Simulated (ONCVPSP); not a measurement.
**Before and after: ONCV potential for thallium (Tl)**

```json
{
  "Element": "Tl (Z = 81)",
  "Generator": "ONCVPSP 4.0.1",
  "Type": "optimised norm-conserving Vanderbilt (ONCV)",
  "Functional": "PBEsol",
  "Relativity": "scalar-relativistic",
  "Frozen core": "[Xe] 4f14",
  "Valence charge": "13",
  "Reference configuration": "5d10 6s2 6p1",
  "Partial waves": "6s: rc 2.00 bohr, ncon 4, nbas 9, qcut 3 1/bohr, 2 projectors, debl 1.4 Ha; 6p: rc 2.20 bohr, ncon 5, nbas 8, qcut 3 1/bohr, 1 projector; 5d: rc 1.50 bohr, ncon 5, nbas 10, qcut 10.2 1/bohr, 1 projector",
  "Local potential": "polynomial inside 1.50 bohr (lpopt 5, dvloc0 6 Ha)",
  "Core correction": "Teter function, fcfact 1.75, rcfact 1.5"
}
```

All-electron outer shells of the reference configuration (PBEsol, scalar-relativistic, ld1.x):

```
shell  level (eV)  outermost node (bohr)  outermost maximum (bohr)
   4f     -114.08                      –                      0.36
   5p      -76.09                   0.50                      0.90
   5d      -15.48                   0.53                      1.11
   6s       -9.60                   1.04                      2.08
   6p       -2.36                   1.23                      2.91
```

Change: core correction Teter function, fcfact 1.75, rcfact 1.62.

Cutoffs: the cutoffs (Ha) at which the residual kinetic energy of the hardest occupied pseudo-wave falls to 1 and 0.1 mHa per electron; they do not see the model core or the augmentation charge, which bear on the density cutoff. Errors are all-electron minus pseudo energies relative to the spin-unpolarised reference configuration.

Question: What does the change do?

Answer: The potential gets neither clearly harder nor softer (25 Ha and 49 Ha → 25 Ha and 49 Ha); of the 3 tests that both files solve, the error grows in 2 and shrinks in 0 by more than 15 % and 0.3 meV (median size 3.7 → 4.5 meV); neither file shows a bound ghost. A model core, the more so a compact one, raises the density cutoff, which this test does not measure.

| quantity | base | changed |
| --- | --- | --- |
| cutoff, loose | 25 Ha | 25 Ha |
| cutoff, tight | 49 Ha | 49 Ha |
| bound ghosts | none | none |
| GHOST(+) flags under 300 eV | s at 51.4 eV | s at 51.4 eV |
| tests with a reliable result | 3 of 4 | 3 of 4 |
| error for 5d10 6s2 6p0, meV [ΔE 5.15 eV] | -3.7 | -3.9 |
| error for 5d10 6s1 6p0, meV [ΔE 25.99 eV] | -20 | -28 |
| error for 5d10 6s1 6p1, meV [ΔE 13.51 eV] | -1.6 | -4.5 |
| s: phases at 2.04 bohr within 0.05 rad from the reference energy up to (Ha; the scan ends near 5) | 1.9 | 1.9 |
| p: phases at 2.24 bohr within 0.05 rad from the reference energy up to (Ha; the scan ends near 5) | 0.4 | 0.4 |
| d: phases at 1.52 bohr within 0.05 rad from the reference energy up to (Ha; the scan ends near 5) | 3.6 | 3.6 |
| rms error of d²Exc/dni dnj with the model core, mHa | 1.48 | 1.07 |
